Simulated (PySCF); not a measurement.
AlGeH₅O₂S, SMILES [OH][Al]([OH])[S][GeH3].

Geometry: B3LYP-D3(BJ)/def2-SVP. The structure was generated by enumeration; whether it is a known compound was not checked. The values are those of a single conformer.

Two levels are set side by side: TDDFT-PBE/def2-SVPD (PySCF) and TDDFT-LC-ωPBE/def2-SVPD (PySCF). Vertical, same geometry. The lowest singlet is HOMO→LUMO 99 % with PBE and HOMO→LUMO 41 %, HOMO→LUMO+1 38 %, HOMO→LUMO+2 8 % with the other functional; states are paired by order. Differences are taken from unrounded values.

```json
[
 {"quantity": "lowest singlet excitation (eV)", "TDDFT-PBE": "4.69"},
 {"quantity": "lowest triplet excitation (TDA) (eV)", "TDDFT-PBE": "4.47"},
 {"quantity": "first bright state (f over 0.05) (eV)", "TDDFT-PBE": "6.06"},
 {"quantity": "its oscillator strength", "TDDFT-PBE": "0.09"}
]
```

Problem. These are the TDDFT-PBE values. What does TDDFT-LC-ωPBE give? (The exact figures need the calculation; the answer reports its results.)

Solution. 
```json
[
 {"quantity": "lowest singlet excitation (eV)", "TDDFT-LC-ωPBE": "6.06", "TDDFT-PBE minus TDDFT-LC-ωPBE": "-1.37"},
 {"quantity": "lowest triplet excitation (TDA) (eV)", "TDDFT-LC-ωPBE": "5.58", "TDDFT-PBE minus TDDFT-LC-ωPBE": "-1.11"},
 {"quantity": "first bright state (f over 0.05) (eV)", "TDDFT-LC-ωPBE": "7.22", "TDDFT-PBE minus TDDFT-LC-ωPBE": "-1.17"},
 {"quantity": "its oscillator strength", "TDDFT-LC-ωPBE": "0.06", "TDDFT-PBE minus TDDFT-LC-ωPBE": "0.03"}
]
```

Functionals without exact exchange tend to place singlet excitations lower, as here. Differences between two approximate levels are no errors against the true value.

Rough cost on one machine, each run with all the roots and properties that it gave: TDDFT-LC-ωPBE against TDDFT-PBE about 6 times.
